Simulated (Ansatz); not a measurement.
H6Si3, SMILES `[SiH3][Si][SiH3]` (lower singlet) (charge 0, multiplicity 1). This singlet lies 0.38 eV below the relaxed triplet at the level frozen-core CCSD(T)/cc-pVTZ // PBE0-D3(BJ)/def2-TZVP (Ansatz, a quantum-chemistry and plane-wave program).

Cartesian coordinates (Å):
SMILES: [SiH3][Si][SiH3]
```xyz
9

Si    -1.5942     0.3227     0.1675
Si    -0.4323    -0.5317    -1.7061
Si     1.5661    -0.3566    -0.4554
H     -3.0459    -0.0043     0.2142
H     -1.0094     0.0677     1.5148
H     -1.4651     1.7886    -0.1192
H      2.8139    -0.2814    -1.2641
H      1.6265     0.6896     0.6048
H      1.5405    -1.6946     0.2210
```
Charge 0, spin multiplicity 1.

The restricted HF start is unstable towards unrestricted orbitals.

Task: Give the natural occupations of the active orbitals, the CASSCF energy and the corrected energy for frozen-core fic-MRCISD+Q@CASSCF(2e,2o)/cc-pVTZ // PBE0-D3(BJ)/def2-TZVP run with Ansatz.

Result: 
The natural occupations is 1.91, 0.09. The CASSCF energy is -870.2721 Ha and the corrected energy comes out as -870.6797 Ha. The weight of the reference comes out as 0.855.
